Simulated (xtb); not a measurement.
CH₃BeFS, SMILES C[S][Be][F]. All values are semi-empirical tight-binding results from xtb (GFN2-xTB unless named), good for trends rather than for accurate numbers. Geometry: GFN2-xTB. Other conformers were not sampled.

For metal compounds this method's bond lengths and energies can be far off.

Computed properties:
```
Property                                       Value
-------------------------------------  -------------
orbital gap                                  3.93 eV
zero-point energy                      26.2 kcal/mol
G − E(el) at 298.15 K (modified RRHO)   7.4 kcal/mol
```
